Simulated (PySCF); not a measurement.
Isomers of C5H6. All species are isolated molecules in the gas phase. One relaxed conformer stands for each flexible species; it need not be the lowest. Strings in code marks are SMILES.

The dipole moment from two functionals at the same geometries (B3LYP-D3(BJ)/def2-TZVP), both in PySCF: PBE-D3(BJ)/def2-TZVP and B3LYP-D3(BJ)/def2-TZVP. B3LYP has the VWN-RPA correlation part, as in Gaussian. 

```json
[
 {"species": "`C=C1C=CC1`", "B3LYP-D3(BJ)/def2-TZVP (D)": "0.57"},
 {"species": "`C#CC1CC1`", "B3LYP-D3(BJ)/def2-TZVP (D)": "0.99"},
 {"species": "`C=C1CC1=C`", "B3LYP-D3(BJ)/def2-TZVP (D)": "0.20"},
 {"species": "`CC=C1C=C1`", "B3LYP-D3(BJ)/def2-TZVP (D)": "1.81"}
]
```

### Question
What does PBE-D3(BJ)/def2-TZVP give for each?

### Answer

- `C=C1C=CC1`: 0.51
- `C#CC1CC1`: 1.02
- `C=C1CC1=C`: 0.21
- `CC=C1C=C1`: 1.73
Over these rows, drawn at random from the members with no instability flagged (it was tested for open shells, ions and some series alone), PBE minus B3LYP-D3(BJ): mean -0.02 D, from -0.08 D to +0.03 D.
